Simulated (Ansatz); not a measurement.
Basis sets compared for the cluster Cs₃I₂⁺. The state is a singlet with charge 1. Geometry r2SCAN-D4/def2-SVP. Ansatz on 4 threads of Arm Neoverse V1 on a shared host; times are rough, and most runs start from earlier orbitals.

```xyz
5

Cs   -0.5774    2.8320    0.7848
Cs   -1.8577   -1.8357   -1.4790
Cs    4.4831   -1.8420    1.2906
I    -3.3084    1.3713   -0.9646
I     1.2604   -0.5255    0.3682
```

In the def2 sets Cs, I take a core potential; there is no spin–orbit coupling. Another isomer (singlet) lies 0.22 eV lower at PBE0-D4/def2-TZVP; other spin states weren't run for this one.

```
           level  functions  energy (Eh)  HOMO (eV)  LUMO (eV)  wall time
 PBE-D4/def2-SVP        124    -655.9637      -6.84      -4.40      3.1 s
PBE0-D4/def2-SVP        124    -656.0068      -7.85      -3.87      3.7 s
```

Task: Estimate the rows for PBE-D4/def2-TZVP (with forces), PBE0-D4/def2-TZVP.

Result: 
```json
{"level": "PBE-D4/def2-TZVP (with forces)", "functions": "187", "energy (Eh)": "-655.9837", "HOMO (eV)": "-6.97", "LUMO (eV)": "-4.37", "wall time": "4.4 s"}
{"level": "PBE0-D4/def2-TZVP", "functions": "187", "energy (Eh)": "-656.0242", "HOMO (eV)": "-7.97", "LUMO (eV)": "-3.84", "wall time": "5.5 s"}
```
